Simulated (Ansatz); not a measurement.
`S[SiH2]C[SeH]` + H₂S → `S[SiH2]S` + `C[SeH]`  (ligand exchange at the Si–C bond)

Computed with Ansatz on PBE0-D4/def2-TZVP structures; ΔE is electronic, products minus reactants. CCSD(T)/CBS adds triple-zeta CCSD(T) − MP2 to the extrapolated MP2 energy (def2 sets, frozen cores). This one scheme is used for every species. Functionals use def2-TZVPP. For Se outer-core shells are correlated without core-valence functions, which leaves a few kJ/mol of doubt a bond. Scalar relativity is left out up to krypton. Each species was taken in one conformer, which may not be the lowest.

| level | ΔE (kJ/mol) |
| --- | --- |
| ωB97M-V | -58.9 |
| PBE | -64.3 |

(1) What does CCSD(T)/CBS give? (An estimate is asked.)

Largest T1 diagnostic among the species: 0.011.

Answers

(1) Ansatz gave: -57.5 kJ/mol. The listed levels differ from it by -1.4, -6.8 kJ/mol.

In def2-TZVPP, CCSD(T) changes the Hartree–Fock value by +10.5 kJ/mol (the triples alone add +0.7 kJ/mol) and MP2 by +8.4 kJ/mol. The D4 term adds +3.9 kJ/mol with B3LYP and +2.4 kJ/mol with PBE0; it sums over pairs of atoms, weighted by their polarisabilities, and B3LYP, whose exchange is more repulsive, gets the larger term.

B3LYP here is the variant with VWN-RPA as its local correlation; programs differ in this.
